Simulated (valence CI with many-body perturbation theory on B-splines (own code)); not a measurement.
## Which ion has this spectrum?

A relativistic CI+MBPT calculation for an atom or ion with 32 electrons gives these levels (cm⁻¹):

| J | Parity | E | g |
| --- | --- | --- | --- |
| 0 | even | 0 |  |
| 1 | even | 353249 | 1.50 |
| 2 | even | 381368 | 1.19 |
| 2 | even | 755824 | 1.30 |
| 0 | even | 818102 |  |
| 2 | odd | 949667 | 1.62 |
| 1 | odd | 1046695 | 1.01 |
| 2 | odd | 1273415 | 1.52 |
| 2 | odd | 1327786 | 0.83 |
| 3 | odd | 1329183 | 1.32 |
| 0 | odd | 1389350 |  |
| 1 | odd | 1408611 | 1.21 |
| 1 | odd | 1448897 | 1.30 |
| 2 | odd | 1451228 | 1.01 |

The energies are calculated, and their last digits are not significant.

(1) Which is it?
A. Tb33+
B. Dy34+
C. Er36+
D. Eu31+

Answers

(1) A. Tb33+, ground level (4s^2 4p1/2^2) J=0.
